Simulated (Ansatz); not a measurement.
Born–Oppenheimer molecular dynamics of C3H12Si3 (18 atoms, charge 0, multiplicity 1). It starts from a relaxed structure.

The calculation used Ansatz 0.2.0, RKS B3LYP/STO-3G.

```json
{
  "ensemble": "NVE (velocity Verlet)",
  "time step": "0.5 fs",
  "steps asked": "143",
  "starting velocities drawn for": "700 K",
  "masses": "H 10 u",
  "seed": "977431"
}
```

First frame:

```xyz
18
Properties=species:S:1:pos:R:3
C 2.084 0.810 1.417
Si 1.295 0.360 -0.221
C 0.603 -1.315 -0.508
C -0.478 -0.157 -0.356
Si -1.408 0.278 -1.921
Si -1.552 -0.249 1.173
H 1.612 0.273 2.249
H 1.998 1.885 1.620
H 3.153 0.557 1.419
H 1.879 1.038 -1.354
H 0.625 -2.063 0.292
H 0.682 -1.788 -1.493
H -2.003 1.591 -1.809
H -0.515 0.280 -3.057
H -2.469 -0.670 -2.182
H -0.780 -0.677 2.319
H -2.126 1.043 1.472
H -2.638 -1.186 0.992
```

Q: How far do the bonds stretch over the last three quarters of this one trajectory? (Pairs bonded in most of those frames.)

A: 
```tsv
bond	mean (Å)	spread (Å)	shortest	longest
C1–Si2	1.898	0.039	1.84	1.98
C1–H7	1.102	0.040	1.04	1.17
C1–H8	1.101	0.025	1.05	1.14
C1–H9	1.103	0.023	1.05	1.14
Si2–C3	1.840	0.034	1.78	1.89
Si2–C4	1.843	0.052	1.76	1.93
Si2–H10	1.452	0.031	1.40	1.50
C3–C4	1.604	0.042	1.52	1.67
C3–H11	1.096	0.012	1.07	1.11
C3–H12	1.098	0.018	1.06	1.12
C4–Si5	1.861	0.025	1.81	1.92
C4–Si6	1.854	0.038	1.79	1.92
Si5–H13	1.451	0.029	1.40	1.49
Si5–H14	1.458	0.029	1.41	1.49
Si5–H15	1.459	0.036	1.39	1.50
Si6–H16	1.442	0.020	1.41	1.47
Si6–H17	1.446	0.020	1.41	1.48
Si6–H18	1.439	0.023	1.41	1.48
```

Mean temperature of the second half: 364 K. The conserved energy stayed within 0.068 meV per atom of its start (net change 0.048 meV per atom), so the integration is sound. Over the second half the temperature averaged 0.52 of the 700 K drawn at the start: a run that starts near a minimum puts about half its kinetic energy into the potential. A run of 0.071 ps of so small a system gives no equilibrium averages. Limits of this set-up: minimal basis.

Time of the run: 9 min on 1 thread of Arm Neoverse V1 (shared host), peak memory 0.12 GiB.
